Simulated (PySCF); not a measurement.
# Correlation energy of Hg⁶⁴⁺ (mercury, charge +64)

[Ne] 3s2 3p4, high-spin 3P determinant. Computed with PySCF 2.14 in an uncontracted even-tempered set (17 s from 18 bohr⁻², ratio 2.5; 12 p from 23 bohr⁻², ratio 2.5; 4 d from 95 bohr⁻², ratio 2.7; 4 f from 140 bohr⁻², ratio 2.7), with the spin-free X2C one-electron Hamiltonian (Gaussian nucleus). Frozen: 1s2; 14 electrons correlated; the 17 highest virtual orbitals of each spin left out.

```csv
level,correlation energy (mhartree)
CCSD,-629.26
(T),-0.49
CCSD(T),-629.75
```

Diagnostics: T1 = 0.00023, D1 = 0.0010, largest double amplitude 0.012.

Question: Is a single reference adequate?

Answer: Yes, within this model without spin-orbit coupling: T1 lies below 0.03 and no double amplitude reaches 0.07.

At this charge the one-electron X2C treatment keeps the bare 1/r₁₂, with no two-electron picture change or Breit term. The effect here is smaller than on the frozen 1s shell; and a scalar Hamiltonian misses the large spin-orbit splitting of the p shells, which matters for ns² → np² pairs.

Spin-orbit coupling is strong in this species, so the high-spin LS determinant is a model state.
